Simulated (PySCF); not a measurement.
Geometries of 2 isomers of C5H6BrF, from PBE0-D3(BJ)/def2-SVP geometry optimisation, gas phase in PySCF 2.14.0. One conformer each, no zero-point energy, no frequencies.

Task: Which is lower in electronic energy at this level?
A.
```xyz
13
angstrom
C      1.406    0.648   -0.359
C      0.578   -0.339    0.007
Br     1.339   -2.034    0.414
C     -0.884   -0.213    0.120
C     -1.705   -1.240    0.383
C     -1.456    1.174   -0.015
F     -1.193    1.729   -1.248
H      2.485    0.498   -0.411
H      1.003    1.620   -0.647
H     -2.784   -1.083    0.450
H     -1.327   -2.252    0.542
H     -1.024    1.839    0.753
H     -2.547    1.138    0.124
```
B.
```xyz
13
angstrom
F      2.471    0.585   -1.640
C      2.871    0.472   -0.339
C      1.717    0.497    0.604
C      0.451    0.578    0.226
C     -0.546    0.614   -0.843
C     -0.948    0.608    0.620
Br    -1.767   -0.949    1.388
H      3.436   -0.473   -0.220
H      3.569    1.298   -0.105
H      1.960    0.430    1.671
H     -0.706    1.540   -1.408
H     -0.706   -0.303   -1.421
H     -1.375    1.517    1.054
```

Result: A. That is `C=C(Br)C(=C)CF`, 12.7 kcal/mol below the other.

| SMILES | atoms numbered as above | E (Eh) | relative (kcal/mol) | relative (kJ/mol) | dipole (D) |
| --- | --- | --- | --- | --- | --- |
| C=C(Br)C(=C)CF | [CH2:1]=[C:2]([Br:3])[C:4](=[CH2:5])[CH2:6][F:7] | -2866.94306 | 0.0 | 0.0 | 1.57 |
| FC/C=C1\C[C@H]1Br | [F:1][CH2:2]/[CH:3]=[C:4]1\[CH2:5][C@H:6]1[Br:7] | -2866.92279 | 12.7 | 53.2 | 1.90 |

As drawn, the higher has a three-membered ring, which the lower lacks.
